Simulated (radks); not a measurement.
The oxygen ion O3+, 5 electrons, occupied as [He] 2s2 5d1 (not the ground configuration). Calculated with a radial shooting solver on a logarithmic mesh with Libxc functionals: non-relativistic Kohn-Sham, r2SCAN, spin-unpolarised, spherical densities, point nucleus; meta-GGA in the generalised Kohn-Sham scheme.

Unscreened Slater integrals over Kohn-Sham orbitals (eV).

integral       value
F0(5d,5d)     2.9352
F2(5d,5d)     1.4839
F4(5d,5d)     1.0361
F0(5d,2s)     4.5679
G2(5d,2s)    0.51466
F0(5d,1s)     4.6768
G2(5d,1s)  0.0094952
F0(2s,2s)     26.252
F0(2s,1s)     36.684
G0(2s,1s)     3.1586
F0(1s,1s)     129.27

Derived for the open shells (J is the average intra-shell exchange parameter used in DFT+U). 5d: Racah B = F2/49 - 5 F4/441 = 0.01854 eV, C = 35 F4/441 = 0.08223 eV, C/B = 4.44, F4/F2 = 0.698, J = (F2 + F4)/14 = 0.1800 eV.
